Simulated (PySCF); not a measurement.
3-methylsulfanylbuta-1,2-diene (C₅H₈S), SMILES C=C=C(C)SC.

Geometry optimised at PBE0-D3(BJ)/def2-SVP. Other conformers were not sampled.

Two levels are set side by side: TDA-PBE/def2-SVPD (PySCF) and TDA-M06-2X/def2-SVPD (PySCF). Vertical, same geometry. The lowest singlet is HOMO→LUMO 77 %, HOMO→LUMO+1 20 % with PBE and HOMO→LUMO 69 % with the other functional; states are paired by order. Differences are taken from unrounded values.

```
quantity                               TDA-M06-2X
-------------------------------------  ----------
lowest singlet excitation (eV)               4.97
lowest triplet excitation (TDA) (eV)         4.41
first bright state (f over 0.05) (eV)        7.25
its oscillator strength                      0.07
```

What does TDA-PBE give, and how far is it from TDA-M06-2X? (An estimate is asked for; the answer gives what the named calculation found.)


```csv
quantity,TDA-PBE,TDA-PBE minus TDA-M06-2X
lowest singlet excitation (eV),4.32,-0.65
lowest triplet excitation (TDA) (eV),3.83,-0.58
first bright state (f over 0.05) (eV),6.22,-1.04
its oscillator strength,0.05,-0.01
```

A lower first singlet is the usual sign of a functional without exact exchange. Differences between two approximate levels are no errors against the true value.

Rough cost on one machine, each run with all the roots and properties that it gave: TDA-M06-2X against TDA-PBE about 7 times.
